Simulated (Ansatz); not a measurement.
Two members of one family (Si20H28 nanocrystal and its variants) that differ in charge, which shifts all levels, computed with Ansatz in the gas phase. Sets without diffuse functions give affinities that are too small. A dash marks a value that wasn't run or was left out as unsound. The structures are stationary points that may keep the symmetry of their start. Remarks come from the PBE and PBE0 runs and from stability tests at other levels; not every state was tested. A HOMO above zero means that the electron is unbound at that level and held by the basis, or that self-interaction error raises the level; the energy of removing that electron tells which. HOMO above LUMO (over both spins in singlets and doublets, within one spin in higher multiplets; at PBE or PBE0), or a gap under 0.15 eV within one spin, warns that the state may not be the lowest or that an electron is smeared out.

First: Si20H28 (singlet, charge 0, PBE-D4/def2-SVP geometry).

Cartesian coordinates in Å:
```
Si -4.182 -0.367 1.138
Si -0.626 3.631 -2.432
Si 2.888 2.528 -0.051
Si -1.133 -1.741 3.165
Si 2.311 -0.179 2.544
Si -0.667 1.010 0.490
Si -2.256 -1.148 -2.198
Si 1.249 0.207 -2.722
Si 0.746 -2.524 -0.082
Si 4.234 -0.994 -0.700
Si -1.807 2.762 -0.588
Si -2.109 0.134 2.133
Si -3.963 -1.808 -0.715
Si 1.334 1.698 1.508
Si 0.181 1.957 -3.880
Si 3.257 0.898 -1.709
Si 0.864 -1.030 4.195
Si -0.617 -3.430 1.608
Si 2.758 -1.836 0.931
Si -0.233 -0.652 -1.107
H -5.098 -1.004 2.154
H -4.824 0.918 0.677
H -1.535 4.553 -3.210
H 0.536 4.448 -1.927
H 4.192 2.796 0.660
H 2.416 3.821 -0.666
H -2.079 -2.288 4.210
H 3.621 0.242 3.174
H -2.705 0.097 -2.922
H -2.025 -2.223 -3.232
H 1.576 -0.895 -3.706
H 1.048 -3.563 -1.137
H 5.551 -0.623 -0.061
H 4.494 -2.050 -1.747
H -2.102 3.861 0.404
H -3.127 2.218 -1.078
H -2.324 1.192 3.193
H -5.276 -1.847 -1.460
H -3.671 -3.202 -0.222
H 1.021 2.741 2.556
H 1.139 2.577 -4.868
H -0.981 1.389 -4.656
H 4.188 1.451 -2.763
H 0.556 0.044 5.209
H 1.521 -2.186 4.910
H 0.150 -4.521 2.317
H -1.873 -4.037 1.038
H 3.384 -3.024 1.628
```

| level | HOMO (eV) | LUMO (eV) | gap (eV) | vertical IE (eV) | vertical EA (eV) | vertical triplet (eV) |
| --- | --- | --- | --- | --- | --- | --- |
| PBE-D4/def2-SVP | -6.18 | -2.10 | 4.07 | 7.74 | 0.78 | 3.99 |
| PBE-D4/def2-TZVP | -6.17 | -2.23 | 3.94 | – | – | – |
| r2SCAN-D4/def2-SVP | -6.44 | -2.03 | 4.41 | – | – | – |
| PBE0-D4/def2-SVP | -7.14 | -1.47 | 5.68 | 8.23 | 0.58 | 4.62 |
| PBE0-D4/def2-TZVP | -7.09 | -1.54 | 5.55 | – | – | – |

Remarks: gap within one spin near zero at PBE or PBE0 (+1 doublet), HOMO above zero (-1 doublet), gap within one spin near zero at PBE or PBE0 (-1 doublet), gap within one spin near zero at PBE or PBE0 (triplet).

Second: Si20H27⁺, one cap removed (singlet, charge 1, PBE-D4/def2-SVP geometry).

Cartesian coordinates in Å:
```
Si -4.161 0.459 0.494
Si -0.043 0.800 -4.413
Si 3.073 1.723 -1.526
Si -1.437 1.029 3.269
Si 2.164 1.747 2.167
Si -0.533 1.159 -0.501
Si -1.885 -2.331 -1.070
Si 1.431 -1.962 -2.112
Si 0.682 -1.805 1.826
Si 4.177 -1.248 0.674
Si -1.433 1.512 -2.650
Si -2.197 1.600 1.115
Si -3.771 -1.853 0.270
Si 1.402 2.370 0.025
Si 0.592 -1.464 -4.255
Si 3.051 -0.603 -1.272
Si 0.499 2.285 3.753
Si -0.915 -1.258 3.472
Si 2.615 -0.562 2.317
Si 0.017 -1.113 -0.320
H -5.223 0.672 1.541
H -4.643 1.003 -0.824
H -0.769 0.967 -5.721
H 1.215 1.625 -4.442
H 4.442 2.162 -1.077
H 2.805 2.137 -2.943
H -2.521 1.369 4.262
H 3.449 2.488 2.443
H -2.129 -1.906 -2.494
H -1.522 -3.793 -1.059
H 1.726 -3.399 -1.774
H 1.003 -3.278 1.772
H 5.468 -0.474 0.718
H 4.412 -2.732 0.682
H -1.746 2.978 -2.808
H -2.719 0.730 -2.710
H -2.443 3.090 1.075
H -4.942 -2.523 -0.404
H -3.545 -2.487 1.614
H 1.198 3.863 -0.045
H 1.707 -1.786 -5.213
H -0.562 -2.395 -4.499
H 0.200 3.759 3.665
H 1.013 1.946 5.128
H -0.245 -1.497 4.799
H -2.131 -2.133 3.365
H 3.169 -0.873 3.685
```

Q: Estimate the same table for the second.

A: 
```
             level  HOMO (eV)  LUMO (eV)  gap (eV)  vertical IE (eV)  vertical EA (eV)  vertical triplet (eV)
   PBE-D4/def2-SVP      -9.12      -7.31      1.81             10.69              5.76                   1.75
  PBE-D4/def2-TZVP      -9.07      -7.26      1.81                 –                 –                      –
r2SCAN-D4/def2-SVP      -9.39      -7.39      2.00                 –                 –                      –
  PBE0-D4/def2-SVP     -10.05      -6.86      3.19             11.14              5.96                   1.86
 PBE0-D4/def2-TZVP      -9.96      -6.76      3.20                 –                 –                      –
```

Remarks: gap within one spin near zero at PBE or PBE0 (+2 doublet).
